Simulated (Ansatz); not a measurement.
One change: `[SiH3][O][InH][Cl]` becomes `[SiH3]OBCl`.

Ansatz, PBE0-D4/def2-TZVP geometries, multiplicity 1. Each molecule was computed in one conformer, which needn't be the lowest.

Elements past krypton have def2 core potentials.

```tsv
property	`[SiH3][O][InH][Cl]`
HOMO energy (PBE/def2-TZVPP) / eV	-7.05
size of the dipole moment (B3LYP/def2-TZVPP) / D	2.56
LUMO energy (PBE/def2-TZVPP) / eV	-2.53
HOMO energy (ωB97M-V/def2-TZVPP) / eV	-10.76
size of the dipole moment (ωB97M-V/def2-TZVPP) / D	2.65
zero-point energy (PBE0-D4/def2-TZVP) / kJ/mol	95.0
```

Problem. Give the same properties after the change, and the shifts. (Estimate.)

Solution. Ansatz gave: 
| property | `[SiH3]OBCl` | shift |
| --- | --- | --- |
| HOMO energy (PBE/def2-TZVPP) / eV | -7.64 | -0.59 |
| size of the dipole moment (B3LYP/def2-TZVPP) / D | 1.11 | -1.45 |
| LUMO energy (PBE/def2-TZVPP) / eV | -1.66 | 0.87 |
| HOMO energy (ωB97M-V/def2-TZVPP) / eV | -11.33 | -0.57 |
| size of the dipole moment (ωB97M-V/def2-TZVPP) / D | 1.10 | -1.55 |
| zero-point energy (PBE0-D4/def2-TZVP) / kJ/mol | 116.3 | 21.3 |

With PBE0 the HOMO falls by 0.60 eV and the LUMO rises by 1.10 eV, so the gap widens by about 1.70 eV. PBE moves the HOMO by -0.59 eV and ωB97M-V by -0.57 eV. Dipoles are sizes alone; their direction can turn.

Positive LUMOs are unbound, so they and the gaps depend on the basis.

B3LYP here is the variant with VWN-RPA as its local correlation; programs differ in this.
